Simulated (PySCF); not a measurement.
These compounds are isomers of formula C$_{9}$H$_{7}$FO.

A. `C=Cc1ccc(F)c(=O)cc1`
B. `c1c(C=C)cc(C(=O)F)cc1`
C. `C=Cc1ccccc1C(=O)F`

Spectrum 1. 13C{1H} NMR (computed): δ 166.0 (C), 143.0 (CH), 142.7 (CH), 142.6 (C), 139.4 (CH), 135.0 (CH), 132.5 (CH), 129.8 (C), 121.9 (CH2).

Spectrum 2. 13C{1H} NMR (computed): δ 179.7 (C), 177.8 (C), 150.7 (CH), 148.0 (CH), 147.2 (C), 138.0 (CH), 136.9 (CH), 124.3 (CH2), 123.9 (CH).

Spectrum 3. 13C{1H} NMR (computed): δ 164.7 (C), 147.8 (C), 141.9 (CH), 141.0 (CH), 139.6 (CH), 133.2 (CH), 129.1 (CH), 125.6 (CH2), 123.2 (C).

Fast rotation and ring inversion assumed for equivalent nuclei, non-relativistic Hamiltonian, one conformer, isolated molecule. Geometry from GFN2-xTB; GIAO PBE0/pcSseg-1 shieldings; PySCF 2.14.

Chemical shifts δ = σref − σ; TMS for 13C (σ = 186.93 ppm), all at this level. Splittings of carbon signals by F and P are missing where no couplings were computed. Shifts are as computed. Against solution values, carbons near 30 ppm lie about +3 ppm off and those near 130 ppm about +5 ppm. Of 1211 compounds with measured shifts, 218 miss one by over three times the rms of a fit or turn the order of signals round; such compounds aren't used in these exercises.

Q: Match each spectrum to its structure.

A: 1–B, 2–A, 3–C.

- Spectrum 1 (B): 9 13C signals; δC 143.0 is an alkene CH; δC 139.4 is an aromatic CH.
- Spectrum 2 (A): 9 13C signals; δC 148.0 is an alkene CH; δC 124.3 is a terminal =CH2 carbon.
- Spectrum 3 (C): 9 13C signals; δC 139.6 is an alkene CH; δC 133.2 is an aromatic CH.
